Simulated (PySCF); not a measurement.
Molecule: SMILES O=C[SiH2][SiH3], CH6OSi2.

Cartesian coordinates in Å; atom numbers follow the order of the lines, from 1:
```xyz
10

O     1.4722   -1.7293   -0.2451
C     1.7321   -0.5541   -0.3203
Si    0.4285    0.8159    0.0128
Si   -1.6258   -0.2198    0.2160
H     2.7678   -0.2497   -0.5862
H     0.6195    1.7667   -1.0915
H     0.9543    1.5040    1.2004
H    -1.7735   -1.3501   -0.7006
H    -1.8594   -0.7052    1.5789
H    -2.7067    0.7262   -0.0870
```

Frames of a GFN2-xTB Langevin trajectory at 400 K; GIAO PBE0/pcSseg-1 shieldings in PySCF 2.14.0 with density-fitted response routines, gas phase, non-relativistic; equivalent atoms averaged within each frame.

Shifts are taken against calculated references (same method and geometry level): $^{17}$O (σref 336.08) against H2O; $^{13}$C (σref 186.93) and $^{29}$Si (σref 349.16) and $^{1}$H (σref 31.72) against TMS. The references are static minima.

Q: How do the shifts (ppm) fluctuate along the trajectory?

A: 
```csv
time (fs),O1,C2,Si3,Si4,H5,H8/H9/H10,H6/H7
optimised geometry,947.5,246.0,-80.5,-123.0,12.50,3.49,4.29
250,950.7,253.8,-85.4,-126.1,12.64,4.53,4.32
425,968.2,251.2,-74.2,-115.1,12.70,4.13,4.66
625,948.5,239.2,-114.1,-127.6,11.64,4.38,4.06
800,907.7,245.3,-89.3,-120.6,13.12,3.64,4.32
1000,966.5,249.5,-93.7,-113.9,13.10,3.28,3.99
mean of frames,948.3,247.8,-91.3,-120.7,12.64,3.99,4.27
standard deviation,24.4,5.7,14.6,6.2,0.60,0.52,0.26
```

5 frames give an uncertainty of the mean of about the standard deviation over 2.2 at best, since frames this close in time may not be independent; classical motion lacks zero-point vibration, and the reference would need the same averaging.
